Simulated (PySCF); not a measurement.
# Orbital picture of SeN⁺

BP86 at R = 1.584 Å; Se pcseg-1, N pcseg-1; no relativity (PySCF 2.14). State: ¹Σ⁺ (singlet), closed shell. Only the outer orbitals are listed, counted within each symmetry.

```csv
orbital,occ.,ε (eV),on Se (%),main shells (%)
8σ,2,-31.91,43,"48 N s, 34 Se s, 10 N p"
9σ,2,-23.40,71,"58 Se s, 30 N s, 12 Se p"
4π,2,-17.71,54,"52 Se p, 45 N p"
4π,2,-17.71,54,"52 Se p, 45 N p"
10σ,2,-17.21,30,"51 N p, 26 Se p, 18 N s"
5π,0,-12.80,52,"48 Se p, 48 N p"
5π,0,-12.80,52,"48 Se p, 48 N p"
11σ,0,-7.33,91,"63 Se p, 19 Se d, 17 N p"
```

Task: Which are the highest filled and the lowest empty level, where do they sit, and how wide is the gap?

Result: Highest filled 10σ at -17.21 eV (in %: 51 N p, 26 Se p, 18 N s); lowest empty 5π at -12.80 eV (in %: 48 Se p, 48 N p); the gap at BP86 is 4.41 eV.

* bond order (Mayer): 2.91
* ⟨S²⟩: 0.000
* charge on Se (Mulliken, basis-dependent): 0.97
* charge on Se (Löwdin, basis-dependent): 0.96
* dipole moment (positive dipole points towards N; it is taken about the centre of mass and depends on that origin): -1.49 D
